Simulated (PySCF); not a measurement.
Molecule: `COCBF`, C$_{2}$H$_{6}$BFO.

Molfile (atoms numbered from 1):
```
C2H6BFO
     RDKit          3D

 11 10  0  0  0  0  0  0  0  0999 V2000
   -1.4015    1.0132   -0.4621 C   0  0  0  0  0  0  0  0  0  0  0  0
   -0.1992    0.7509    0.1873 O   0  0  0  0  0  0  0  0  0  0  0  0
    0.3485   -0.4904   -0.1341 C   0  0  0  0  0  0  0  0  0  0  0  0
    1.6905   -0.7568    0.6285 B   0  0  0  0  0  0  0  0  0  0  0  0
    2.3339   -1.8846    0.3663 F   0  0  0  0  0  0  0  0  0  0  0  0
   -1.2873    1.0122   -1.5654 H   0  0  0  0  0  0  0  0  0  0  0  0
   -1.7490    2.0076   -0.1484 H   0  0  0  0  0  0  0  0  0  0  0  0
   -2.1837    0.2697   -0.2054 H   0  0  0  0  0  0  0  0  0  0  0  0
    0.5333   -0.5970   -1.2286 H   0  0  0  0  0  0  0  0  0  0  0  0
   -0.3479   -1.3287    0.1090 H   0  0  0  0  0  0  0  0  0  0  0  0
    2.1746   -0.0117    1.4482 H   0  0  0  0  0  0  0  0  0  0  0  0
  1  2  1  0
  2  3  1  0
  3  4  1  0
  4  5  1  0
  1  6  1  0
  1  7  1  0
  1  8  1  0
  3  9  1  0
  3 10  1  0
  4 11  1  0
M  END
```

Geometry PBE0-D3(BJ)/def2-SVP throughout; GIAO in PySCF 2.14, gas phase, one conformer, non-relativistic; equivalent atoms averaged; functional PBE0.

A run gave: C3 69.6, C1 62.0, O2 -2.0, B4 58.9, F5 -13.0, H11 5.76, H9/H10 2.99, H6/H7/H8 3.21 ppm (shifts δ (against TMS, H2O, BF3·OEt2, CFCl3 at the same level)).

Which basis set was used in that run?
A. pcSseg-1
B. STO-3G
C. 6-31G
D. pcSseg-2

Results:

A. C3 tells them apart best: pcSseg-1 gives 69.6, STO-3G gives 52.3, 6-31G gives 66.9, pcSseg-2 gives 72.1 ppm.
